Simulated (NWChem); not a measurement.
# GaHOBrCl; SMILES [OH][Ga]([Cl])[Br]

```xyz
5

Ga     0.3779    -0.4214     0.0000
Cl    -0.9319    -2.1307     0.0000
Br    -0.4445     1.6990     0.0000
O      2.1518    -0.6492     0.0000
H      2.3777    -1.5999     0.0000
```
Atoms are numbered in this order, from 1.

Computed with NWChem. Coordinates come from a PBE-D3(BJ)/def2-SVP optimisation. Vzz is the largest principal value of the second derivative of the potential at the nucleus (NWChem prints the opposite sign); η is the asymmetry. Non-relativistic.

### Question
What does the run give for PBE0/cc-pVTZ? Quantities: Vzz Ga1 (a.u.); η Ga1; Vzz Cl2 (a.u.); η Cl2; Vzz Br3 (a.u.); η Br3; Vzz O4 (a.u.); η O4.

### Answer
The vzz Ga1 (a.u.) is 1.999, the η Ga1 is 0.41 and the vzz Cl2 (a.u.) comes out as 1.974. The η Cl2 comes out as 0.20 and the vzz Br3 (a.u.) is 4.293. The η Br3 is 0.21. The vzz O4 (a.u.) comes out as 1.234 and the η O4 is 0.79.
